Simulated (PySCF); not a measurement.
One molecule, a ladder of functionals, a line

Molecule: SMILES CO[Si@H](O)C#N, C2H5NO2Si.

Atoms are numbered as in `[CH3:1][O:2][Si@H:3]([OH:4])[C:5]#[N:6]`. Each H is labelled by its parent atom.

GIAO shieldings (ppm, equivalent atoms averaged) in PySCF 2.14.0 with density-fitted response routines on the PBE0-D3(BJ)/def2-SVP geometry, basis pcSseg-2, gas phase, non-relativistic:

```tsv
functional	exact exchange (%)	σ(C1)	σ(O4)	σ(O2)	σ(Si3)
BLYP	0	120.4	262.4	277.5	380.3
BP86	0	124.5	264.4	281.8	385.1
PBE	0	124.9	264.2	281.4	385.0
B3LYP	20	125.8	270.5	289.9	391.3
PBE0	25	131.0	274.1	296.2	399.6
BHandHLYP	50	132.7	279.9	304.7	409.5
HF	100	142.9	292.9	324.7	444.7
```

(1) Fit each shielding as a line in the percentage of exact exchange.

(2) What does the line predict for mPW1PW91 (25 %), and what does the run give?

Answers

(1) σ(C1) = 123.4 + 0.20 x (rms 1.8 ppm); σ(O4) = 264.4 + 0.29 x (rms 1.3 ppm); σ(O2) = 281.3 + 0.45 x (rms 2.1 ppm); σ(Si3) = 382.5 + 0.60 x (rms 2.6 ppm). The functionals also differ in their semilocal parts, which the line can't hold; Hartree–Fock has no correlation at all.

(2) σ(C1): 128.4 predicted, 130.3 computed; σ(O4): 271.6 predicted, 274.1 computed; σ(O2): 292.6 predicted, 296.0 computed; σ(Si3): 397.5 predicted, 399.4 computed ppm.
